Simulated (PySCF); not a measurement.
This PySCF input asks for the NMR shieldings of `C=C/C=C(/C)BCl`, C5H8BCl; the geometry comes from GFN2-xTB.

```python
import basis_set_exchange as bse
import numpy as np
from pyscf import gto, dft
from pyscf.prop import nmr

atoms = """
C     2.535963   -0.489571   -1.281822
C     1.418722   -0.721333   -0.592583
C     0.439960    0.300153   -0.333206
C    -0.720633    0.168737    0.353718
C    -1.596431    1.385490    0.500014
B    -1.209207   -1.151483    1.001502
Cl   -2.694946   -1.167124    1.836675
H     2.762338    0.485373   -1.682792
H     3.260651   -1.263165   -1.468621
H     1.222127   -1.708939   -0.204808
H     0.689841    1.272780   -0.747955
H    -1.162629    2.255452    0.012051
H    -1.748369    1.613125    1.554423
H    -2.578577    1.194234    0.069305
H    -0.623225   -2.165739    0.962186
"""
names = dict.fromkeys(["C", "B", "Cl", "H"], "pcSseg-1")
basis = {el: gto.basis.parse(bse.get_basis(n, elements=[el], fmt="nwchem")) for el, n in names.items()}
mol = gto.M(atom=atoms, basis=basis, charge=0, verbose=0)
mf = dft.RKS(mol, xc="PBE0")
mf.grids.level = 2
mf.grids.alignment = dft.numint.BLKSIZE   # the property module wants whole blocks of grid points
mf.conv_tol = 1e-9
mf.kernel()

calc = nmr.RKS(mf)   # GIAO
C = mf.mo_coeff
Co = C[:, mf.mo_occ > 0]
resp = mf.gen_response(singlet=True, hermi=2)
def vind(x):   # induced exchange potential for any number of trial vectors
    d = np.einsum("pi,xij,qj->xpq", C, 2 * x.reshape(-1, C.shape[1], Co.shape[1]), Co, optimize=True)
    return np.einsum("xpq,pi,qj->xij", resp(d - d.transpose(0, 2, 1)), C, Co, optimize=True).ravel()
mo1, _ = nmr.rhf.solve_mo1(calc, with_cphf=vind)
sigma = calc.kernel(mo1)
for i, s in enumerate(sigma):   # ppm
    w = np.linalg.eigvalsh((s + s.T) / 2)
    print("%2d %-2s iso %8.1f  s11 %8.1f  s22 %8.1f  s33 %8.1f" % (i, mol.atom_pure_symbol(i), w.mean(), *w))
```

Problem. Give the expected output.

Solution. 
```
 0 C  iso     55.0  s11    -53.4  s22     58.3  s33    160.0
 1 C  iso     43.9  s11    -72.4  s22     39.3  s33    164.8
 2 C  iso     23.0  s11    -82.8  s22     33.0  s33    118.8
 3 C  iso     36.4  s11    -69.3  s22      7.9  s33    170.7
 4 C  iso    158.9  s11    143.0  s22    154.4  s33    179.5
 5 B  iso     42.0  s11      0.0  s22     17.0  s33    109.1
 6 Cl iso    682.3  s11    371.6  s22    576.5  s33   1098.9
 7 H  iso     25.9  s11     22.8  s22     25.4  s33     29.5
 8 H  iso     25.9  s11     23.6  s22     25.2  s33     29.0
 9 H  iso     24.0  s11     21.6  s22     21.8  s33     28.7
10 H  iso     24.3  s11     20.3  s22     23.0  s33     29.7
11 H  iso     30.1  s11     26.1  s22     29.3  s33     34.9
12 H  iso     29.3  s11     25.0  s22     29.2  s33     33.7
13 H  iso     29.3  s11     25.0  s22     29.2  s33     33.7
14 H  iso     24.7  s11     22.5  s22     22.7  s33     28.9
```

These numbers come from an equivalent density-fitted implementation of the same equations, which agrees with the script to about 0.01 ppm for H and up to a few tenths of a ppm for heavy atoms, so last digits may differ.

Size and cost of the density-fitted run: 166 basis functions, 46 s wall time on 1 thread of an Arm Neoverse N1, shared host; peak memory 0.74 GiB.
